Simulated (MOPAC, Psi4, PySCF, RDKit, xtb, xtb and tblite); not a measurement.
Two geometries of SMILES Oc1cccc(O[SiH3])c1 (C₆H₈O₂Si), singlet, relaxed at GFN2-xTB with one dihedral held; other torsions can differ between them too.

Structure A

```
17

O      2.9470     1.6337    -0.4764
C      1.9404     0.7575    -0.1951
C      2.1599    -0.5994    -0.4089
C      1.1543    -1.5032    -0.1262
C     -0.0754    -1.0761     0.3422
C     -0.3055     0.2801     0.5341
O     -1.4829     0.7638     0.9766
Si    -2.8903     0.0816     1.4211
C      0.7038     1.1961     0.2571
H      2.5802     2.4843    -0.7426
H      3.1214    -0.9216    -0.7737
H      1.3252    -2.5571    -0.2854
H     -0.8640    -1.7804     0.5564
H     -3.6239     1.2878     1.7678
H     -3.4884    -0.6587     0.3077
H     -2.6996    -0.8284     2.5524
H      0.5103     2.2493     0.4041
```

Structure B

```
17

O     -2.9360     1.6464    -0.4799
C     -1.9314     0.7696    -0.2180
C     -2.2675    -0.5207     0.1815
C     -1.2648    -1.4298     0.4534
C      0.0683    -1.0778     0.3348
C      0.4065     0.2085    -0.0635
O      1.6833     0.6180    -0.1994
Si     3.1281    -0.0976     0.0105
C     -0.5976     1.1312    -0.3395
H     -2.5665     2.4975    -0.7445
H     -3.3084    -0.7843     0.2707
H     -1.5239    -2.4309     0.7634
H      0.8522    -1.7878     0.5472
H      3.9853     1.0223    -0.3427
H      3.2797    -1.2475    -0.8836
H      3.2975    -0.5426     1.3954
H     -0.3193     2.1293    -0.6487
```

**Question.** Which is lower in energy at the level PBE0-D3(BJ)/def2-SVP // GFN2-xTB in Psi4, and by how much?

**Answer.** B is lower, by 1.26 kcal/mol (dihedral H10–O1–C2–C3: 150° in A, 180° in B).

E(B) − E(A) in kcal/mol at the other levels, on the same two geometries: GFN2-xTB (xtb and tblite) -1.48; MMFF94 // GFN2-xTB (RDKit) -0.98; PBE0/def2-SVP // GFN2-xTB (Psi4) -1.25; PBE/def2-SVP // GFN2-xTB (Psi4) -1.38; PBE-D3(BJ)/def2-SVP // GFN2-xTB (Psi4) -1.38; UFF // GFN2-xTB (RDKit) -1.31; PM3, restricted, heats of formation // GFN2-xTB (MOPAC) -0.80; AM1, restricted, heats of formation // GFN2-xTB (MOPAC) -0.82; GFN1-xTB // GFN2-xTB (xtb) -1.16; restricted B3LYP/6-31G*, spherical d, density fitting // GFN2-xTB (PySCF) -1.17; restricted MP2 (frozen core)/3-21G // GFN2-xTB (PySCF) -1.05; restricted M06-2X/6-31G*, spherical d, density fitting // GFN2-xTB (PySCF) -1.11; restricted Hartree-Fock/6-31G*, spherical d, density fitting // GFN2-xTB (PySCF) -0.94.
